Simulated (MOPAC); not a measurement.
MOPAC input (PM7):

```
PM7 FORCE THERMO(298,298) PRECISE LET UHF MS=0.5 GEO-OK AUX(PRECISION=9) THREADS=1
C4H2ISe

I     2.06235934 1   -0.40416273 1    0.07152712 1
C    -0.02384844 1   -0.16259920 1   -0.00893511 1
C    -0.88813533 1   -1.33422108 1   -0.10391492 1
C    -2.15142055 1   -0.92303920 1   -0.13979674 1
Se   -2.54776250 1    0.86912243 1   -0.07043399 1
C    -0.63324564 1    1.03850922 1    0.02236322 1
H    -0.52249836 1   -2.34730421 1   -0.13686875 1
H    -0.21959460 1    2.01819044 1    0.08812863 1
```

From the output:

```
     H    8   0.005077   4.305051

          HEAT OF FORMATION =     107.641336 KCALS/MOLE

          ZERO POINT ENERGY      27.057 KCAL/MOL

           NORMAL COORDINATE ANALYSIS (Total motion = 1 Angstrom)

   Root No.       1         2         3         4         5         6         7         8

                 1 A"      1 A'      2 A'      2 A"      3 A'      3 A"      4 A'      5 A'

                 139.4     198.4     255.7     334.6     473.2     528.1     581.5     700.2

           1    0.0000   -0.0660    0.0505   -0.0000   -0.0207    0.0000   -0.0148   -0.0047
           2    0.0000    0.0331    0.0184   -0.0000   -0.0022    0.0000    0.0028    0.0023
           3   -0.0219   -0.0000    0.0000    0.0018    0.0000   -0.0027    0.0000    0.0000
           4   -0.0000   -0.0178   -0.0093    0.0000    0.0690   -0.0000    0.0939    0.0097
           5   -0.0000   -0.1483   -0.1474    0.0000   -0.0524   -0.0000   -0.0546   -0.0028
           6    0.1695   -0.0000   -0.0000   -0.0613    0.0000    0.1869   -0.0000   -0.0000
           7   -0.0000   -0.0527   -0.1089    0.0000    0.1872    0.0000   -0.0200   -0.0115
           8   -0.0000   -0.1247   -0.0958    0.0000   -0.1101    0.0000    0.0287   -0.0075
           9    0.0922    0.0000    0.0000   -0.0983    0.0000   -0.0649   -0.0000   -0.0000
          10    0.0000   -0.0396   -0.0946   -0.0000    0.2055   -0.0000    0.0280   -0.0418
          11    0.0000   -0.0528   -0.0047   -0.0000   -0.0208   -0.0000    0.2549   -0.1784
          12   -0.0288    0.0000    0.0000    0.2081    0.0000    0.0289    0.0000   -0.0000
          13    0.0000    0.1133   -0.0485    0.0000   -0.0423    0.0000   -0.0158   -0.0298
          14    0.0000    0.0146    0.0315    0.0000    0.0466    0.0000   -0.0369    0.0045
          15   -0.0388    0.0000   -0.0000   -0.0217   -0.0000   -0.0002   -0.0000   -0.0000
          16   -0.0000    0.0585    0.0091   -0.0000    0.0146    0.0000    0.1606    0.2502
          17   -0.0000   -0.0980   -0.1316   -0.0000   -0.0845    0.0000   -0.0093    0.1258
          18    0.2172   -0.0000   -0.0000    0.0817   -0.0000   -0.0673    0.0000    0.0000
          19   -0.0000   -0.0860   -0.1770    0.0000    0.2059    0.0000   -0.1968    0.0912
          20   -0.0000   -0.1396   -0.1284    0.0000   -0.0959    0.0000   -0.0529    0.0329
          21    0.1265    0.0000    0.0000   -0.3011    0.0000   -0.3818   -0.0000   -0.0000
          22   -0.0000    0.1400    0.0486   -0.0000    0.0329    0.0000    0.1783    0.3718
          23   -0.0000   -0.1181   -0.1423   -0.0000   -0.0870    0.0000   -0.0250    0.0818
          24    0.3052   -0.0000   -0.0000    0.2260   -0.0000   -0.2675    0.0000    0.0000

   Root No.       9        10        11        12        13        14        15        16

                 6 A'      4 A"      5 A"      7 A'      8 A'      9 A'     10 A'     11 A'

                 814.5     876.6     916.1    1090.6    1205.4    1274.8    1691.2    2299.0

           1   -0.0120    0.0000    0.0000    0.0013    0.0005   -0.0020    0.0008    0.0003
           2   -0.0001    0.0000    0.0000   -0.0001   -0.0001   -0.0001    0.0000    0.0002
           3   -0.0000   -0.0008   -0.0003    0.0000    0.0000   -0.0000    0.0000   -0.0000
           4    0.2033   -0.0000   -0.0000   -0.0518   -0.0395    0.1368   -0.1632    0.0043
           5    0.0015   -0.0000   -0.0000   -0.0305   -0.0356    0.1181    0.2695   -0.0249
           6    0.0000    0.0499    0.0574   -0.0000   -0.0000    0.0000    0.0000   -0.0000
           7    0.0018   -0.0000    0.0000    0.0244   -0.0212   -0.0748   -0.0123   -0.2864
           8    0.1839   -0.0000    0.0000    0.0735    0.0022   -0.1311   -0.0133    0.0487
           9    0.0000    0.0071   -0.1467    0.0000   -0.0000   -0.0000    0.0000   -0.0000
          10   -0.0611    0.0000   -0.0000    0.0060   -0.0176   -0.0344    0.0244    0.3006
          11   -0.0912    0.0000   -0.0000    0.0062    0.0366    0.0175    0.0039   -0.0641
          12    0.0000   -0.0008    0.0404    0.0000    0.0000    0.0000    0.0000    0.0000
          13   -0.0021   -0.0000   -0.0000   -0.0000    0.0003    0.0001    0.0012    0.0000
          14    0.0071   -0.0000   -0.0000   -0.0024   -0.0006   -0.0015   -0.0000    0.0006
          15   -0.0000    0.0029    0.0005   -0.0000   -0.0000   -0.0000   -0.0000    0.0000
          16    0.0102    0.0000    0.0000   -0.0521    0.0365   -0.0535    0.1460   -0.0097
          17   -0.1446    0.0000    0.0000   -0.0251   -0.0266    0.0078   -0.2388    0.0061
          18   -0.0000   -0.1339   -0.0071   -0.0000   -0.0000   -0.0000   -0.0000    0.0000
          19   -0.0069    0.0000   -0.0000    0.0983    0.5881    0.2504   -0.1404   -0.1442
          20    0.1595    0.0000   -0.0000    0.1041    0.3119    0.0549   -0.0402    0.3168
          21    0.0000   -0.0036    0.7099    0.0000    0.0000    0.0000    0.0000    0.0000
          22   -0.1510   -0.0000    0.0000    0.6177   -0.1717    0.3084    0.0075   -0.0038
          23   -0.0962   -0.0000    0.0000   -0.1992    0.0214   -0.0679   -0.2141    0.0157
          24   -0.0000    0.8011   -0.0377    0.0000   -0.0000   -0.0000   -0.0000    0.0000

   Root No.      17        18

                12 A'     13 A'

                2762.2    2784.8

           1    0.0000   -0.0000
           2   -0.0000   -0.0000
           3    0.0000   -0.0000
           4   -0.0036    0.0010
           5   -0.0017   -0.0036
           6   -0.0000   -0.0000
           7    0.0053    0.0527
           8   -0.0025   -0.0617
           9   -0.0000   -0.0000
          10   -0.0022   -0.0207
          11    0.0012    0.0008
          12   -0.0000   -0.0000
          13   -0.0003   -0.0001
          14   -0.0002    0.0001
          15    0.0000    0.0000
          16   -0.0136    0.0008
          17   -0.0697    0.0064
          18   -0.0000    0.0000
          19   -0.0251   -0.3778
          20    0.0496    0.7430
          21   -0.0000    0.0000
          22    0.2135   -0.0140
          23    0.8337   -0.0524
          24    0.0000   -0.0000

           MASS-WEIGHTED COORDINATE ANALYSIS (NORMAL COORDINATES)

   Root No.       1         2         3         4         5         6         7         8

                 1 A"      1 A'      2 A'      2 A"      3 A'      3 A"      4 A'      5 A'

                 139.4     198.4     255.7     334.6     473.2     528.1     581.5     700.2

           1    0.0000   -0.4722    0.4594   -0.0000   -0.1793    0.0000   -0.1371   -0.0422
           2    0.0000    0.2368    0.1678   -0.0000   -0.0191    0.0000    0.0258    0.0203
           3   -0.2152   -0.0000    0.0000    0.0205    0.0000   -0.0345    0.0000    0.0000
           4   -0.0000   -0.0393   -0.0261    0.0000    0.1842   -0.0000    0.2667    0.0267
           5   -0.0000   -0.3263   -0.4125    0.0000   -0.1399   -0.0000   -0.1550   -0.0077
           6    0.5126   -0.0000   -0.0000   -0.2189    0.0000    0.7457   -0.0000   -0.0000
           7   -0.0000   -0.1161   -0.3047    0.0000    0.4998    0.0000   -0.0567   -0.0317
           8   -0.0000   -0.2745   -0.2681    0.0000   -0.2938    0.0000    0.0815   -0.0206
           9    0.2790    0.0000    0.0000   -0.3511    0.0000   -0.2590   -0.0000   -0.0000
          10    0.0000   -0.0872   -0.2648   -0.0000    0.5485   -0.0000    0.0795   -0.1153
          11    0.0000   -0.1163   -0.0130   -0.0000   -0.0555   -0.0000    0.7243   -0.4919
          12   -0.0870    0.0000    0.0000    0.7432    0.0000    0.1154    0.0000   -0.0000
          13    0.0000    0.6392   -0.3483    0.0000   -0.2894    0.0000   -0.1153   -0.2106
          14    0.0000    0.0822    0.2262    0.0000    0.3190    0.0000   -0.2690    0.0315
          15   -0.3008    0.0000   -0.0000   -0.1985   -0.0000   -0.0016   -0.0000   -0.0000
          16   -0.0000    0.1287    0.0256   -0.0000    0.0391    0.0000    0.4562    0.6901
          17   -0.0000   -0.2157   -0.3682   -0.0000   -0.2257    0.0000   -0.0265    0.3469
          18    0.6567   -0.0000   -0.0000    0.2916   -0.0000   -0.2684    0.0000    0.0000
          19   -0.0000   -0.0548   -0.1435    0.0000    0.1592    0.0000   -0.1620    0.0728
          20   -0.0000   -0.0890   -0.1041    0.0000   -0.0742    0.0000   -0.0435    0.0263
          21    0.1108    0.0000    0.0000   -0.3115    0.0000   -0.4413   -0.0000   -0.0000
          22   -0.0000    0.0892    0.0394   -0.0000    0.0255    0.0000    0.1468    0.2971
          23   -0.0000   -0.0753   -0.1153   -0.0000   -0.0673    0.0000   -0.0205    0.0654
          24    0.2673   -0.0000   -0.0000    0.2338   -0.0000   -0.3092    0.0000    0.0000

   Root No.       9        10        11        12        13        14        15        16

                 6 A'      4 A"      5 A"      7 A'      8 A'      9 A'     10 A'     11 A'

                 814.5     876.6     916.1    1090.6    1205.4    1274.8    1691.2    2299.0

           1   -0.1155    0.0000    0.0000    0.0184    0.0070   -0.0242    0.0062    0.0026
           2   -0.0011    0.0000    0.0000   -0.0008   -0.0009   -0.0017    0.0001    0.0016
           3   -0.0000   -0.0091   -0.0043    0.0000    0.0000   -0.0000    0.0000   -0.0000
           4    0.5996   -0.0000   -0.0000   -0.2313   -0.1827    0.5035   -0.3802    0.0098
           5    0.0043   -0.0000   -0.0000   -0.1361   -0.1647    0.4348    0.6280   -0.0572
           6    0.0000    0.1831    0.2185   -0.0000   -0.0000    0.0000    0.0000   -0.0000
           7    0.0052   -0.0000    0.0000    0.1091   -0.0979   -0.2753   -0.0286   -0.6574
           8    0.5424   -0.0000    0.0000    0.3284    0.0103   -0.4826   -0.0309    0.1117
           9    0.0000    0.0262   -0.5589    0.0000   -0.0000   -0.0000    0.0000   -0.0000
          10   -0.1804    0.0000   -0.0000    0.0270   -0.0814   -0.1268    0.0568    0.6899
```
